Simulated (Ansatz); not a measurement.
Ansatz (a first-principles code) input (HF/def2-TZVP):

Ansatz 0.2 input:
```yaml
crystal:
  periodic: [false, false, false]
  atoms:
    - {symbol: W, position_ang: [-0.00000000, -0.00000000, -0.02254460]}
    - {symbol: H, position_ang: [0.00000000, 0.00000000, 1.66830005]}
basis:
  gaussian:
    orbitals: def2-TZVP
hamiltonian:
  xc: {name: HF}
magnetization: {spin_polarized: true, initial_magnetization: 3}
relax: {f_tol: 0.003, max_steps: 100}
```

End of the output:

```
mean field evaluation 608: about -1818.9976 eV, gradient 1.1e0 eV
mean field evaluation 640: about -1819.3470 eV, gradient 4.0e-1 eV
mean field evaluation 672: about -1819.3364 eV, gradient 7.0e-1 eV
mean field evaluation 704: about -1819.2967 eV, gradient 7.0e-1 eV
mean field evaluation 736: about -1819.5730 eV, gradient 4.3e-1 eV
mean field evaluation 768: about -1818.5037 eV, gradient 4.0e0 eV
mean field evaluation 800: about -1819.3407 eV, gradient 7.8e-5 eV
mean field evaluation 832: about -1819.0806 eV, gradient 1.5e-2 eV
mean field -1819.60020359 eV, -66.8690741127 hartree, gradient 1.3e-5 eV, S^2 4.565430; 10 other end points of the search recorded, 0 dependent functions left out
the calculation of the forces begins
reference -1819.60020359 eV, -66.8690741127 hartree; 9, 6 occupied and 37, 40 virtual orbitals, 462 factors
Total energy: -1819.60020359 eV, -66.8690741127 hartree
Atom 0 at    -0.000000    -0.000000    -0.044127 Å, force    -0.000001    -0.000000    -0.000098 eV/Å
Atom 1 at     0.000000     0.000000     1.689882 Å, force     0.000001     0.000000     0.000098 eV/Å
Dipole moment:     0.188078    -0.000000    -0.363404 e Å
```

The spin state was set by rule; other spins were not relaxed.

The determinant is spin-contaminated: <S^2> is 4.57 against 3.75 for a pure state.
